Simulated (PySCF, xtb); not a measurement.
B2F3, SMILES F[B]B(F)F (connectivity only; charge and spin as stated), charge +1, multiplicity 1.

GFN2-xTB (xtb) at its own geometry gives an orbital gap of 3.02 eV.

Geometry: ωB97X-D3(BJ)/def2-SVP. The multiplicity is an assumed one; other spin states were not compared. The isomer is the one that the SMILES or the coordinates give; other isomers of the formula were not compared. The values are those of a single conformer.

### Question
What does PBE/def2-TZVPD run with PySCF give? (The exact figures need the calculation; the answer reports its results.)

### Answer
gap 5.41 eV (levels -16.25 and -10.84 eV).
